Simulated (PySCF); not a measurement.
# Working out the electron affinity of Sb

Sb⁻ [Kr] 4d10 5s2 5p4 (3P) → Sb [Kr] 4d10 5s2 5p3 (4S). Calculation: PySCF 2.14, in aug-cc-pVTZ-DK3 (8s7p5d2f, 68 functions); scalar relativity by spin-free X2C-1e. Frozen: [Kr] 4d10. Energies in hartree (1 hartree = 27.21139 eV):

| part | Sb⁻ (lower) | Sb (upper) |
| --- | --- | --- |
| UHF | -6477.707970 | -6477.710075 |
| MP2 opposite-spin | -0.065359 | -0.044358 |
| MP2 same-spin | -0.019799 | -0.016475 |

What does Hartree-Fock give?

(-6477.710075) − (-6477.707970) = -0.002105 hartree = -0.057 eV.

What do MP2 and SCS-MP2 (6/5 opposite-spin, 1/3 same-spin) give?

The opposite-spin parts differ by 0.571 eV and the same-spin parts by 0.090 eV. MP2: -0.057 + (0.571) + (0.090) = 0.604 eV. SCS-MP2: -0.057 + 1.2 × (0.571) + (0.090)/3 = 0.658 eV.

A first-order spin-orbit estimate adds 0.150 eV to MP2 (valence), giving 0.754 eV against 1.047 eV (measured; photodetachment measurements, as compiled on the Wikipedia data page of electron affinities).

What remains against the reference includes basis incompleteness, the frozen core and correlation beyond second order.
